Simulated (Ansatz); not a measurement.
Nb₃O₁₄H₁₃⁺, a hydroxylated oxide cluster. Charge 1, multiplicity 2. Geometry r2SCAN-D4/def2-SVP, that of the neutral singlet; atoms count from 1.

```
atom    x (Å)    y (Å)    z (Å)
 Nb1   0.1646   0.6253  -2.3372
 Nb2  -1.1040   0.8150   1.4703
 Nb3   0.5822  -1.9056   0.8369
  O4  -0.3528   1.5367  -0.3664
  O5  -0.3098   2.3757   2.2863
  O6   0.9735   0.1110   1.5774
  O7  -2.8170   1.4914   1.1379
  O8  -1.3962  -0.3819  -1.9825
  O9   1.0357  -0.8671  -0.9964
 O10  -0.7401   2.1019  -3.1418
 O11  -1.3331  -0.0793   3.1984
 O12   0.2192  -3.4789  -0.1280
 O13   0.0537  -2.2986   2.5871
 O14  -1.1226  -0.8863   0.6035
 O15   2.4893  -2.0908   1.0037
 O16   0.6928  -0.3590  -3.8773
 O17   1.8330   1.5117  -2.0578
 H18  -0.2294   2.4970  -0.3874
 H19   0.6065   2.3997   2.5920
 H20   1.4311   0.5741   0.8594
 H21  -3.5480   1.8791   0.6503
 H22  -1.5911  -0.7504  -1.0905
 H23   1.9741  -0.9980  -1.2025
 H24  -1.6932   2.1436  -3.2905
 H25  -1.2055   0.4026   4.0269
 H26   0.2578  -3.8391  -1.0204
 H27  -0.5156  -1.6581   3.0861
 H28   2.9954  -1.5561   1.6299
 H29   0.1864  -1.0662  -4.2963
 H30   2.4630   1.7506  -1.3711
```

In the def2 sets Nb takes a core potential; there is no spin–orbit coupling. Single mean-field runs in def2-TZVP are fitted with def2-universal-jkfit.

(1) Estimate the Mulliken populations of the heavy atoms from the PBE0/def2-TZVP orbitals of Ansatz.

(2) Where does the spin sit?

(3) And the Mayer bond orders between heavy atoms (over 0.3)?

## Answers

(1) 
```csv
atom,charge (e),spin (α − β),d electrons
Nb1,1.80,-0.06,2.43
Nb2,1.79,-0.08,2.44
Nb3,1.71,-0.07,2.47
O4,-0.76,0.16,–
O5,-0.60,0.09,–
O6,-0.59,0.24,–
O7,-0.66,0.06,–
O8,-0.60,0.11,–
O9,-0.77,0.13,–
O10,-0.62,0.08,–
O11,-0.71,0.02,–
O12,-0.63,0.07,–
O13,-0.56,0.04,–
O14,-0.77,0.12,–
O15,-0.63,0.05,–
O16,-0.63,0.05,–
O17,-0.66,0.02,–
```
Mulliken values depend strongly on the basis.

(2) Summed by element: Nb -0.21, O 1.24, H -0.03, of 1 unpaired in all. Largest on single atoms: O6 0.24, O4 0.16, O9 0.13.

(3) Nb1–O8 1.07 (1.89 Å); Nb1–O9 0.34 (2.19 Å); Nb1–O10 1.06 (1.91 Å); Nb1–O16 1.08 (1.90 Å); Nb1–O17 1.01 (1.91 Å); Nb2–O4 0.46 (2.11 Å); Nb2–O5 1.07 (1.93 Å); Nb2–O6 0.42 (2.20 Å); Nb2–O7 1.04 (1.87 Å); Nb2–O11 0.94 (1.96 Å); Nb2–O14 0.93 (1.91 Å); Nb3–O6 0.42 (2.18 Å); Nb3–O9 0.43 (2.16 Å); Nb3–O12 1.08 (1.88 Å); Nb3–O13 1.25 (1.87 Å); Nb3–O14 0.69 (2.00 Å); Nb3–O15 1.08 (1.92 Å).
